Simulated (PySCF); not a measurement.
F2H5NSSi2, SMILES N[SiH2]S[SiH](F)F.

The structure is a stationary point at ωB97X-D3(BJ)/def2-SVP. The structure was generated by enumeration, and PubChem lists no compound with its InChIKey, so it may never have been made. The values are those of a single conformer.

Vertical ionisation energy (IE) and electron affinity (EA) in eV. Rows of orbital energies are one-electron estimates. Where ΔSCF, EOM or ADC give a negative EA the extra electron is unbound and the value depends on the basis.

```
level                                              IE     EA
-----------------------------------------------  ----  -----
−ε(HOMO), −ε(LUMO), CAM-B3LYP/def2-TZVP (PySCF)  9.09  -0.88
−ε(HOMO), −ε(LUMO), PBE/def2-TZVP (PySCF)        6.46   0.97
```
